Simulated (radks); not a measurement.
Problem. Species: Tb3+. Configuration: [Xe] 4f8. Calculated with a radial shooting solver on a logarithmic mesh with Libxc functionals: Dirac Kohn-Sham, PBE, spin-unpolarised, spherical densities, finite nucleus; open shells fill j = l - 1/2 first; Fermi nuclear charge, rms radius 5.06 fm. Some entries of the table are withheld. Estimate them.

orbital  occ.  eigenvalue (hartree)  <1/r> (bohr^-1)
1s1/2       2             -1904.603            73.09
2s1/2       2             -316.5460            17.47
2p1/2       2             -300.8891            17.45
2p3/2       4             -273.4547            15.35
3s1/2       2             -71.14162            6.377
3p1/2       2                   (1)            6.292
3p3/2       4                   (2)            5.759
3d3/2       4             -46.92348              (3)
3d5/2       6             -45.68825              (4)
4s1/2       2             -15.04136            2.666
4p1/2       2             -12.37006            2.559
4p3/2       4             -11.10577            2.378
4d3/2       4              -6.70365            2.160
4d5/2       6              -6.47453            2.115
5s1/2       2              -2.80438              (5)
5p1/2       2              -2.06087              (6)
5p3/2       4              -1.88359              (7)
4f5/2       6              -1.26760            1.585
4f7/2       2              -1.23642            1.565

Solution. 
(1) 3p1/2 eigenvalue (hartree): -64.32917
(2) 3p3/2 eigenvalue (hartree): -58.66643
(3) 3d3/2 <1/r> (bohr^-1): 5.639
(4) 3d5/2 <1/r> (bohr^-1): 5.507
(5) 5s1/2 <1/r> (bohr^-1): 1.026
(6) 5p1/2 <1/r> (bohr^-1): 0.9125
(7) 5p3/2 <1/r> (bohr^-1): 0.8513
